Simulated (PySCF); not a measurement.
UHF on K²⁺ (potassium, charge +2)

Configuration: [Ne] 3s2 3p5, 2P determinant. All numbers are calculated (PySCF 2.14, the non-relativistic Hamiltonian (point nucleus), in def2-TZVP (6s4p3d, 33 functions)).

| Property | Result |
| --- | --- |
| Total energy | -597.885030 hartree |
| One-electron energy | -808.5051 hartree |
| Hartree (Coulomb) energy | 242.7618 hartree |
| Exchange energy | -32.1417 hartree |
| Kinetic energy | 597.71984 hartree |
| ⟨S²⟩ | 0.7554 |
| ⟨L²⟩ | 2.017 |
| Sum of ⟨r⟩ | 12.33 bohr |
| Sum of ⟨r²⟩ | 15.68 bohr² |
| Traceless quadrupole moment −½Σ⟨3z² − r²⟩ along its main axis | 0.912 e·bohr² |
| Density at the nucleus (Gaussians lack the cusp) | 4420 bohr⁻³ |
| Spin density at the nucleus | 0.290 bohr⁻³ |
| Langevin diamagnetic susceptibility | -12.4 ×10⁻⁶ cm³/mol |
| Time after the integrals | 0.09 s of wall time on 1 thread of Intel(R) Xeon(R) CPU @ 2.60GHz (shared host) |

| shell | electrons | mean orbital energy (eV) | spread (eV) | rms radius, mean of both spins (bohr) |
| --- | --- | --- | --- | --- |
| 1s α | 1 | -3657.8 | 0 | 0.0944 |
| 1s β | 1 | -3657.3 | 0 | 0.0944 |
| 2s α | 1 | -417.72 | 0 | 0.420 |
| 2s β | 1 | -417.25 | 0 | 0.420 |
| 2p α | 3 | -337.06 | 1.062 | 0.388 |
| 2p β | 3 | -336.23 | 0.723 | 0.388 |
| 3s α | 1 | -69.649 | 0 | 1.33 |
| 3s β | 1 | -65.338 | 0 | 1.33 |
| 3p α | 3 | -47.351 | 2.679 | 1.47 |
| 3p β | 2 | -45.554 | 0 | 1.47 |
